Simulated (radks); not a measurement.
Results of a calculation; reference values are marked as such.
Valence configurations of Tm III (all share [Xe]). Level of theory: Dirac Kohn-Sham, PBE, spin-unpolarised, spherical densities, point nucleus; open shells fill j = l - 1/2 first (a radial shooting solver on a logarithmic mesh with Libxc functionals). Energies are relative to 4f13; eigenvalues in eV.

| valence | E (eV) | e(4f5/2) | e(4f7/2) | e(5d3/2) | e(6p1/2) | e(6s1/2) |
|---|---|---|---|---|---|---|
| 4f13 | 0.000 | -18.171 | -16.973 | - | - | - |
| 4f11 6s2 | 18.038 | -37.724 | -36.381 | - | - | -19.200 |
| 4f12 5d1 | 5.542 | -24.504 | -23.237 | -15.310 | - | - |
| 4f12 6s1 | 5.169 | -27.227 | -25.957 | - | - | -17.177 |
| 4f12.5 6s0.5 | 1.714 | -22.490 | -21.256 | - | - | -16.160 |
| 4f11 5d2 | 16.136 | -31.654 | -30.316 | -16.928 | - | - |
| 4f11 6p2 | 28.204 | -39.878 | -38.534 | - | -15.194 | - |
| 4f12.5 5d0.5 | 2.195 | -21.222 | -19.989 | -14.489 | - | - |
| 4f10.5 5d2.5 | 23.573 | -35.483 | -34.109 | -17.721 | - | - |
| 4f10 5d3 | 32.552 | -39.464 | -38.055 | -18.502 | - | - |

NIST lists [Xe] 4f13 as the ground configuration; this level of theory agrees among the configurations tried. The energies are those of spherical spin-averaged densities, not of single terms.
